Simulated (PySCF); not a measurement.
Structure with atom numbers: `[CH2:1]=[CH:2][c:3]1[cH:4][n:5][cH:6][n:7]1[SiH3:8]`. Each H is labelled by its parent atom. Ha(C1) is cis to C3; Hb(C1) is trans to C3.

Geometry: GFN2-xTB; GIAO shifts from PySCF 2.14, gas phase, non-relativistic, averaged over equivalent atoms.

At mPW1PW91/pcSseg-1 (183 basis functions, 24 s wall time on 1 thread of an Intel Xeon Platinum 8488C, shared host):
```
 atoms  δ (ppm)
    C6    144.7
    C3    139.9
    C4    136.2
    C2    130.4
    C1    117.1
    N5    313.6
    N7    173.6
   Si8    -57.0
 H(C4)     7.93
 H(C6)     7.13
 H(C2)     6.71
Ha(C1)     6.16
Hb(C1)     5.47
H(Si8)     4.97
```

Shifts are taken against calculated references (same method and geometry level): 13C (186.06 ppm) and 29Si (347.91 ppm) and 1H (31.77 ppm) vs TMS; 15N (266.26 ppm) against NH3.

Task: Predict the values at PBE0/pcSseg-1 on the same geometry.

Result: 
| atoms | δ at PBE0/pcSseg-1 | change |
| --- | --- | --- |
| C6 | 144.6 | -0.1 |
| C3 | 139.9 | +0.0 |
| C4 | 136.0 | -0.2 |
| C2 | 130.5 | +0.1 |
| C1 | 117.1 | +0.0 |
| N5 | 313.6 | +0.0 |
| N7 | 174.1 | +0.5 |
| Si8 | -57.4 | -0.4 |
| H(C4) | 7.94 | +0.01 |
| H(C6) | 7.14 | +0.01 |
| H(C2) | 6.74 | +0.03 |
| Ha(C1) | 6.18 | +0.02 |
| Hb(C1) | 5.49 | +0.02 |
| H(Si8) | 5.02 | +0.05 |

Scale: 13C (σ = 186.93 ppm), 29Si (σ = 349.16 ppm), 1H (σ = 31.72 ppm) vs TMS; 15N (σ = 267.73 ppm) against NH3 (reference shieldings calculated alike).

The largest change is at N7 (pyrrole-type ring nitrogen). Cost: 183 basis functions, 27 s wall time on 1 thread of an Arm Neoverse V2, shared host. The order of the carbon signals is the same at both levels.

Experimental scales use liquid or dissolved standards, which lie at an offset from isolated NH3 (liquid NH3: subtract about 20 ppm). Unscaled 15N shifts of sp2 nitrogen often come out too high even then, by a few to some tens of ppm.
